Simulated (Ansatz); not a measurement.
## Reading a saddle point

A first-order saddle point of BSiH$_{5}$Cl$_{2}$, singlet, PBE0-D4/def2-TZVP, with one imaginary mode of 827i cm⁻¹:

```
9
angstrom
B -0.6156 -0.1404 -0.7437
Si 0.8396 0.1804 0.7561
Cl -0.1770 -1.6945 -1.5425
Cl -0.7211 1.3992 -1.6735
H -1.1135 -0.1792 0.4119
H -1.8270 -0.3348 -0.3007
H 2.0228 0.3456 -0.1189
H 0.5872 1.4095 1.5503
H 1.0044 -0.9857 1.6610
```

Program: Ansatz 0.2.0. Basis: def2-TZVPP and def2-QZVPP. Cores are frozen in the correlated methods. Extrapolation: Hartree–Fock as exp(−7.88 √X), correlation as X^−2.97.

(1) Which contacts change along the imaginary mode, and what lies on either side? (A judgement: the text doesn't fix the answer.)

(2) Which side is lower, and how far does the saddle lie above each? (To be estimated.)

T1 diagnostic: at most 0.013. The end structure is not quite a true minimum (one mode of 30i cm⁻¹).

Answers

(1) Computed: The step is BSiH₃Cl₂ ([SiH3][B]([Cl])[Cl]) + H₂ → BHCl₂ ([Cl][BH][Cl]) + SiH₄, with the molecules in contact on both sides. Shortening one way: B1–H6, Si2–H5; lengthening the same way: B1–Si2, H5–H6.
```
  pair  one side (Å)  saddle (Å)  other side (Å)
 B1–H6          3.20        1.30            1.19
Si2–H5          3.51        2.02            1.49
B1–Si2          2.02        2.11            3.83
 H5–H6          0.75        1.02            2.85
```

(2) Computed: The side with B1–H6, Si2–H5 short is lower by 9.31 kcal/mol; the saddle lies 32.35 kcal/mol above it and 23.04 kcal/mol above the other (CCSD(T) at an estimated basis limit (MP2 extrapolated from triple and quadruple zeta, plus CCSD(T) − MP2 in triple zeta); electronic energies).

Labels in which every atom is bracketed show which atoms are joined, not bond orders.

For scale, one of the runs: CCSD(T)/def2-TZVPP, 227 basis functions (an equivalent command: `ansatz run in.yaml --threads 4`). Time: 74 s of wall clock on 4 CPU threads; the host was shared. Peak host memory: 3.4 GiB.
